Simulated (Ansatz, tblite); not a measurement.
Removing an electron: the cluster CsF₂⁻ (the lowest singlet isomer of a short search). Charge -1, multiplicity 1. Geometry: PBE0-D4/def2-TZVPD. Ansatz, gas phase; energy differences of separate SCF runs; the oxidised species was run as a doublet alone.

```xyz
3

Cs    0.255   -0.440   -0.151
F     1.561    0.577    1.885
F    -1.816   -0.137   -1.734
```

In the def2 sets Cs takes a core potential; there is no spin–orbit coupling. The xTB rows come from tblite. Correlated methods freeze 2 core orbitals; core or outer-core shells of Cs are correlated, in sets that lack core-valence functions. The structure comes from a short search, and lower isomers may exist.

Task: Estimate orbital energies and vertical ionisation energies at: GFN1-xTB; GFN2-xTB; HF/def2-TZVPPD; PBE-D4/def2-TZVPD; r2SCAN-D4/def2-TZVPD; PBE0-D4/def2-TZVPD; MP2/def2-TZVPPD; CCSD/def2-TZVPPD; CCSD(T)/def2-TZVPPD.

Result: 
```json
{"level": "GFN1-xTB", "−HOMO (eV)": "6.08", "vertical IE (eV)": "8.85", "−LUMO (eV)": "3.71", "HOMO–LUMO gap (eV)": "2.36"}
{"level": "GFN2-xTB", "−HOMO (eV)": "4.18", "vertical IE (eV)": "7.97", "−LUMO (eV)": "1.69", "HOMO–LUMO gap (eV)": "2.49"}
{"level": "HF/def2-TZVPPD", "−HOMO (eV)": "–", "vertical IE (eV)": "3.32", "−LUMO (eV)": "–", "HOMO–LUMO gap (eV)": "–"}
{"level": "PBE-D4/def2-TZVPD", "−HOMO (eV)": "0.41", "vertical IE (eV)": "3.65", "−LUMO (eV)": "-2.14", "HOMO–LUMO gap (eV)": "2.55"}
{"level": "r2SCAN-D4/def2-TZVPD", "−HOMO (eV)": "0.63", "vertical IE (eV)": "3.70", "−LUMO (eV)": "-2.48", "HOMO–LUMO gap (eV)": "3.12"}
{"level": "PBE0-D4/def2-TZVPD", "−HOMO (eV)": "2.09", "vertical IE (eV)": "4.12", "−LUMO (eV)": "-2.41", "HOMO–LUMO gap (eV)": "4.49"}
{"level": "MP2/def2-TZVPPD", "−HOMO (eV)": "–", "vertical IE (eV)": "5.57", "−LUMO (eV)": "–", "HOMO–LUMO gap (eV)": "–"}
{"level": "CCSD/def2-TZVPPD", "−HOMO (eV)": "–", "vertical IE (eV)": "5.03", "−LUMO (eV)": "–", "HOMO–LUMO gap (eV)": "–"}
{"level": "CCSD(T)/def2-TZVPPD", "−HOMO (eV)": "–", "vertical IE (eV)": "5.09", "−LUMO (eV)": "–", "HOMO–LUMO gap (eV)": "–"}
```

 Raw xTB energy differences between charge states are shifted by several eV; the methods need an empirical correction for them.
